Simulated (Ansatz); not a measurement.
Ligands exchanged one at a time, Si NH2-H. All species are isolated molecules in the gas phase. One relaxed conformer stands for each flexible species; it need not be the lowest. Strings in code marks are SMILES.

Quantity: vertical ionisation energy (energy after one electron is removed minus that of the parent at the parent's geometry), in eV.

Case: `N[SiH3]`. Geometry of `[SiH3]N` (neutral, multiplicity 1, Å):

```xyz
7

N      1.0493     0.0938     0.2296
Si    -0.6503    -0.0067    -0.0300
H      1.5933     0.7497    -0.3106
H      1.5764    -0.7529     0.3815
H     -1.2267    -0.8454     1.0506
H     -1.2019     1.3700     0.0302
H     -1.0831    -0.6007    -1.3302
```

Predict the vertical ionisation energy (energy after one electron is removed minus that of the parent at the parent's geometry) from frozen-core CCSD(T)/cc-pVTZ // r2SCAN-D4/def2-TZVP (Ansatz, a quantum-chemistry and plane-wave program).

9.99 eV.
